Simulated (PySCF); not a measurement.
B2Cl2H4N2.
SMILES: `NB(N)B(Cl)Cl`

Torsions of this conformer, `[NH2:1][B:2]([NH2:3])[B:4]([Cl:5])[Cl:6]`: N1–B2–B4–Cl5 179°, H–N1–B2–N3 0°, H–N1–B2–N3 180°, H–N3–B2–N1 180°, H–N3–B2–N1 0°.

The closed-shell ground state was solved at several levels (PySCF, density fitting, gas phase, non-relativistic). Geometry: PBE0-D3(BJ)/def2-SVP; no solvent, vibrations or thermal averaging.

```tsv
level	basis functions	total energy (Eh)	HOMO (eV)	LUMO (eV)	gap (eV)	dipole (D)
PBE0/pcSseg-1	136	-1081.6268	-7.15	-1.73	5.42	2.86
CAM-B3LYP/def2-SVPD	166	-1081.7490	-8.70	-0.70	8.00	2.65
```

Task: Estimate the row for mPW1PW91/pcSseg-2, a basis of 286 functions; the other rows only guide the guess.

Result: Total energy -1082.2952 Eh, HOMO -7.28 eV, LUMO -1.79 eV, gap 5.49 eV, dipole 2.70 D.

Task: Over all these levels, which gives the widest orbital gap and which the narrowest?

Result: CAM-B3LYP/def2-SVPD (range-separated hybrid) has the widest, 8.00 eV, and PBE0/pcSseg-1 (global hybrid, 25 % exact exchange) the narrowest, 5.42 eV. Functional and basis both differ between the two, so the spread mixes both effects.

Task: How far do the dipole and the HOMO energy spread over the levels?

Result: The dipole runs from 2.65 to 2.86 D (mean 2.74 D) and the HOMO from -8.70 to -7.15 eV.
